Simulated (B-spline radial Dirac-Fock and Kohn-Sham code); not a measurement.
## Te⁺ 3s: cross section and angular parameters

System: the Te⁺ ion, [Kr] 4d10 5s2 5p3; threshold 1000.5 eV (orbital energy of the model). Method: Dirac-Hartree-Slater photoionisation with a Latter tail; cross sections with all multipoles, angular parameters from the dipole term and its interference with E2. Computed with a B-spline atomic structure program.

```
hν (eV)  σ (kb)      β       γ
   1020    76.6  1.978   0.874
   2000       ?      ?       ?
   2290    24.1  1.988   0.108
 2984.4    15.4  1.989  -0.034
   3890    9.54  1.990  -0.105
   4140    8.50  1.990  -0.110
   6000    4.20  1.991  -0.044
   6460    3.63  1.991  -0.009
   7030    3.06  1.991   0.041
   8090    2.30  1.991   0.144
  10600    1.31  1.991   0.411
  11200    1.17  1.991   0.477
  15000   0.616  1.990   0.897
```

**Question.** Give the values at 2000 eV.

**Answer.** σ = 30.1 kb, β = 1.987, γ = 0.203. For an s subshell δ is negligible.
